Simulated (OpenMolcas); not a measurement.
neutral zirconium: CASPT2 settings compared

```yaml
Program: OpenMolcas
Basis: ANO-R1 [6s4p3d1f]
Scalar_Hamiltonian: X2C, finite nucleus
Active_space: 4 electrons in 6 orbitals (4d 5s)
State_averaging: 2S+1 = 3 even, 48 roots (26 in the spin-orbit step); 2S+1 = 5 even, 10 roots kept (CI in the orbitals of an earlier block); 2S+1 = 1 even, 37 roots kept (CI in the orbitals of an earlier block, 14 in the spin-orbit step)
Spin-orbit_coupling: state interaction with AMFI integrals over the reference wave functions, term energies averaged over their components
```

Methods on the same reference wave functions:
A. CASSCF
B. SS-CASPT2, IPEA 0.6 Eh, real shift 0.15 Eh (closed shells correlated: 4s 4p)
C. SS-CASPT2, IPEA 0.15 Eh, real shift 0.3 Eh (closed shells correlated: 3d 4s 4p)
D. MS-CASPT2, IPEA 0.6 Eh, real shift 0.15 Eh (closed shells correlated: 4s 4p)
E. XMS-CASPT2, IPEA 0.5 Eh, imaginary shift 0.4 Eh (closed shells correlated: 3d 4s 4p)

Energies in cm-1 above 4d2 5s2 3F2, the measured ground level; measured values from NIST Handbook of Basic Atomic Spectroscopic Data.

| Level | A | B | C | D | E | Measured |
| --- | --- | --- | --- | --- | --- | --- |
| 4d3 5s 5F1 | -808 | 4090 | 3510 | 4090 | 4400 | 4871 |
| 4d3 5s 5F2 | -647 | 4250 | 3680 | 4250 | 4560 | 5023 |
| 4d3 5s 5F3 | -406 | 4490 | 3920 | 4490 | 4800 | 5249 |
| 4d3 5s 5F4 | -87.0 | 4810 | 4230 | 4810 | 5120 | 5541 |
| 4d2 5s2 3F2 | 0.0 | 0.0 | 0.0 | 0.0 | 0.0 | 0.0 |
| 4d3 5s 5F5 | 308 | 5200 | 4630 | 5200 | 5510 | 5889 |
| 4d2 5s2 3F3 | 503 | 511 | 510 | 511 | 500 | 570 |
| 4d2 5s2 3F4 | 1117 | 1125 | 1124 | 1125 | 1115 | 1241 |
| 4d2 5s2 3P0 | 3440 | 4440 | 3570 | 4440 | 5360 | 4197 |
| 4d2 5s2 3P1 | 3580 | 4590 | 3710 | 4590 | 5510 | 4376 |
| 4d2 5s2 3P2 [52 %] | 3764 | 5160 | 3760 | 5170 | 5390 |  |
| 4d2 5s2 1D2 [52 %] | 5550 | 4170 | 4760 | 4180 | 6280 |  |
| 4d2 5s2 1G4 | 8799 | 9180 | 8850 | 9180 | 10660 | 8057 |

A puts 4d3 5s 5F1 lowest.

Deviations, from unrounded energies. A percentage is the sum of absolute deviations over the sum of measured energies, with the sign that they share, or ± where signs differ.

```tsv
Against measurement	Levels	A	B	C	D	E
mean absolute deviation (cm-1)	10	3100	550	890	550	730
fine structure of the ground term (%)	2	-10.6	-9.7	-9.7	-9.6	-10.8
other terms of the ground configuration (%)	3	±13.8	+9.5	±12.6	+9.5	+29.5
other configurations (%)	5	-106.2	-14.0	-24.9	-14.0	-8.3
```

B, D lie about equally close to measurement and A furthest from it. The largest miss of D in the table is 4d2 5s2 1G4, by +1100 cm-1. The ranking rests on the paired levels alone, and a cruder setting can come out closer through cancelling errors.

Among B to E the level of the table that moves most is 4d2 5s2 1D2 [52 %], by 2100 cm-1 (lowest in B, highest in E). Moves below CASPT2's spread within the term are not significant.

The mean deviations of B to E differ by less than CASPT2's widest spread within a term (1800 cm-1), so their order carries little weight.

From A to B the spin-free energies of the other terms of 4d2 5s2 shown, above 3F, scale by factors of 0.79 to 1.32.

The lowest spin-free term lies below A's lowest term by 0.139 hartree in B, 0.155 hartree in C, 0.139 hartree in D, 0.151 hartree in E.

CASPT2 breaks the degeneracy within a term, and the mean is taken; among the terms shown or strongly mixed into the levels shown the widest spread is 1800 cm-1 (4d3 5s 5F, E). Some high roots are left out of the spin-orbit mixing, which shifts the levels that they would mix with. Terms from blocks run as CI alone lack orbitals of their own. Configurations are named by rounded mean occupations; where the s occupation lies near a half they are strongly mixed, a name can repeat and a true partner stay unpaired. A single d shell beside an s shell can misplace configurations of different d count against each other. The CASPT2 spread within a term exceeds the gap to the next term for 4d2 5s2 3P and 4d3 5s 5F, 4d3 5s 5F and 4d2 5s2 1D, so the order of their levels is uncertain, and so are names and mixing where such terms share a J (figures for C; the like holds for D, E). Without dynamic correlation excited terms often stand tens of per cent too high (terms of higher spin than the ground term too low), and those without a measured partner can miss by more than the paired ones (holds for A). Some levels mix across a computed gap that differs much from the measured one, so their mixing is not that of the real levels (holds for A). The lowest computed level is not the ground level that NIST lists (3F2) (holds for A). Some terms miss by over 15 % even with CASPT2, which points to a basis or an active space too small for the shells correlated (holds for C; E). Computed and measured levels are paired by configuration, term and J; levels that our copy of the source lacks, or whose pairing is in doubt (as where it misses far off the trend of its configuration), stay unpaired and out of the deviations. Only configurations of the active space appear. Levels that lie high or do not pair safely by name in every column are left out.

A share in square brackets marks a mixed level and gives the weight of the term that names it, the lowest over the columns.
